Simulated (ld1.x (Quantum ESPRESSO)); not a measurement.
**Transferability test, ultrasoft potential for As (Z = 33)**

ld1.x (Quantum ESPRESSO) 7.5 input, shortened:

```
&input
   title='As', zed=33., rel=2, dft='PZ', iswitch=3,
   config='[Ar] 3d10 4s2 4p3 4d-2', rel_dist='average'
 /
 &inputp
   pseudotype=3, tm=.true., lloc=-1, rcloc=1.60,
   nlcc=.true., new_core_ps=.true., rcore=1.05
 /
5
4S  1  0   2.00   0.00  1.05  1.40  0.0
4S  1  0   0.00  -0.45  1.05  1.40  0.0
4P  2  1   3.00   0.00  2.25  2.50  0.0
4P  2  1   0.00   0.25  2.25  2.50  0.0
4D  3  2  -2.00   0.10  1.35  1.80  0.0
 &test
   configts(1)='4s2 4p3'
 /
```

Open shells are filled in proportion to 2j + 1 (rel_dist='average').

Energies are relative to the spin-unpolarised reference configuration 4s2 4p3; without spin polarisation the order of configurations can differ from experiment.

```csv
valence configuration,charge,ΔE all-electron (eV),error AE − PS (meV)
4s2 4p1,+2,27.495,-28
4s2 4p0,+3,55.540,-111
4s0 4p5,0,19.195,-107
4s1 4p4,0,9.477,-27
4s2 4p3.3,-0.3,-1.279,-0.1
```

(1) What are ΔE and the potential's error for 4s2 4p2?

(2) What are ΔE and the potential's error for 4s1 4p3?

Levels in the configuration 4s2 4p2:

| level | all-electron (eV) | pseudo (eV) |
| --- | --- | --- |
| 4s j=1/2 | -23.603 | -23.615 |
| 4p j=1/2 | -13.777 | -13.787 |
| 4p j=3/2 | -13.431 | -13.441 |

Note: ghost state, extra bound levels that the all-electron valence spectrum of the same l lacks: s at -36.2 eV. A true bound ghost makes a file unfit for plane-wave use.

## Answers

(1) ΔE = 9.329 eV all-electron; the error (AE − PS) is -3.7 meV.

(2) ΔE = 19.485 eV all-electron; the error (AE − PS) is -35 meV.
